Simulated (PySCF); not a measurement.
# [SnH2]+: from structure and modes to constants

All numbers come from PySCF, UPBE0, basis Sn def2-TZVP with ECP28, H def2-TZVP (scalar-relativistic core potentials, no spin–orbit coupling, density fitting).

The doublet minimum has C2v symmetry. Masses (u): Sn 119.90220, H 1.00782.

```xyz
3
charge 1 multiplicity 2, angstrom
Sn    0.0000    0.0000   -0.0138
H     1.4952    0.0000    0.8468
H    -1.4952    0.0000    0.8468
```

Harmonic wavenumbers (cm⁻¹): 678.8 (a1, ×1), 1787.2 (a1, ×1), 1875.0 (b2, ×1).

Find the principal moments of inertia and the rotational constants. What kind of rotor is it?

About the centre of mass I = 1.4684, 4.5061, 5.9745 u Å². With B = 16.8576/I this gives 11.48, 3.741, 2.822 cm⁻¹. The molecule is an asymmetric top with κ = -0.79.

What is the harmonic zero-point energy?

Half the sum of all 3 wavenumbers, 4341/2 = 2170 cm⁻¹, which is 26.0 kJ/mol (1 cm⁻¹ = 0.0119627 kJ/mol).

Find the vibrational entropy and heat capacity at 298.15 K.

With u = 1.43878 ω/T, each mode gives S = R[u/(eᵘ−1) − ln(1−e⁻ᵘ)] and C = R u² eᵘ/(eᵘ−1)².
```json
{"ω (cm⁻¹)": "678.8", "u": "3.276", "S (J/(mol K))": "1.39", "C (J/(mol K))": "3.64"}
{"ω (cm⁻¹)": "1787.2", "u": "8.625", "S (J/(mol K))": "0.01", "C (J/(mol K))": "0.11"}
{"ω (cm⁻¹)": "1875.0", "u": "9.048", "S (J/(mol K))": "0.01", "C (J/(mol K))": "0.08"}
```
The sums over all modes are S = 1.4 and C = 3.8 J/(mol K); the softest mode gives 98 % of the entropy.

Give the standard entropy (298.15 K, 1 bar) by its translational, rotational, vibrational and spin parts, and Cp.

Sackur–Tetrode with M = 121.92 u gives 168.8; rotation with symmetry number 2 gives 58.0; vibration 1.4; spin R ln 2 = 5.8. The total is 234.0 J/(mol K), and Cp = 4 R + 3.8 = 37.1 J/(mol K).

Only a few start shapes were tried, so a lower isomer may exist. With an element this heavy the missing spin–orbit coupling can shift these numbers.
